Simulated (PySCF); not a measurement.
# Deuteron quadrupole couplings in `C=C[P-]C(C)(C)C`

C₆H₁₂P (charge -1).
Z-matrix (Å and degrees, GFN2-xTB geometry), rows numbered from 1:
```
C 
C   1  1.3452
P   2  1.7629  1  125.95
C   3  1.9176  2  100.22  1  -179.96
C   4  1.5285  3  112.02  2   -62.02
C   4  1.5290  3  105.80  2   179.96
C   4  1.5285  3  112.08  2    61.89
H   1  1.0784  2  121.80  3     0.04
H   1  1.0833  2  121.62  3  -179.91
H   2  1.0883  1  117.35  3  -179.98
H   5  1.0881  4  110.91  3    63.65
H   5  1.0955  4  110.80  3  -175.84
H   5  1.0887  4  109.79  3   -55.61
H   6  1.0885  4  109.96  3   -59.37
H   6  1.0945  4  111.05  3   179.95
H   6  1.0885  4  109.95  3    59.27
H   7  1.0881  4  110.91  3   -63.70
H   7  1.0887  4  109.83  3    55.58
H   7  1.0955  4  110.77  3   175.82
```

Level: PBE0/pcSseg-1 (PySCF, non-relativistic); Q(2H) = 0.00286 b; rigid geometry, the same for H and D, with no vibrational averaging.

Question: Rank these positions by the coupling χzz of a deuteron there, largest first.
A. H10 (vinylic hydrogen)
B. H8 (vinylic hydrogen)
C. H16 (methyl hydrogen)
D. H19 (methyl hydrogen)
E. H9 (vinylic hydrogen)

Answer: B (235 kHz), E (231 kHz), A (219 kHz), C (213 kHz), D (207 kHz).

Tabulate Vzz, the asymmetry η and χzz = 234.96 MHz × Q × Vzz for every hydrogen position.

```
atom  bonded to  bond length (Å)  Vzz (au)     η  χzz (kHz)
  H8         C1            1.078    0.3494  0.11        235
  H9         C1            1.083    0.3433  0.12        231
 H10         C2            1.088    0.3266  0.03        219
 H11         C5            1.088    0.3185  0.02        214
 H12         C5            1.096    0.3084  0.01        207
 H13         C5            1.089    0.3168  0.02        213
 H14         C6            1.088    0.3173  0.01        213
 H15         C6            1.094    0.3104  0.01        209
 H16         C6            1.088    0.3173  0.01        213
 H17         C7            1.088    0.3186  0.02        214
 H18         C7            1.089    0.3168  0.02        213
 H19         C7            1.096    0.3084  0.01        207
```

How does χzz go with the bond length over the 12 C–H bonds?

A straight-line fit has a slope of -16.5 kHz for each 0.01 Å, with a correlation coefficient of -0.93, over lengths from 1.078 to 1.096 Å. The longer bonds have the smaller couplings here.

A static deuteron (I = 1) shows a doublet split by (3/2)χ, (3/4)χ(1 + η) and (3/4)χ(1 − η) with the field along z, y and x of the gradient. What are these for H8?

With |χ| = 234.8 kHz and η = 0.108: 352, 195 and 157 kHz, to first order and without motion.

The structure is a single GFN2-xTB conformer in the gas phase; no vibrational or solvent corrections. The pcSseg-1 basis has no diffuse functions, a weakness for an anion. The HOMO energy is positive at this level (+0.82 eV), so the outermost electrons may be held by the finite basis alone. GFN2-xTB bond lengths can be off by several hundredths of an ångström, more for odd bonds, and the gradients follow them. With a basis this small, the couplings can be 20 % off.
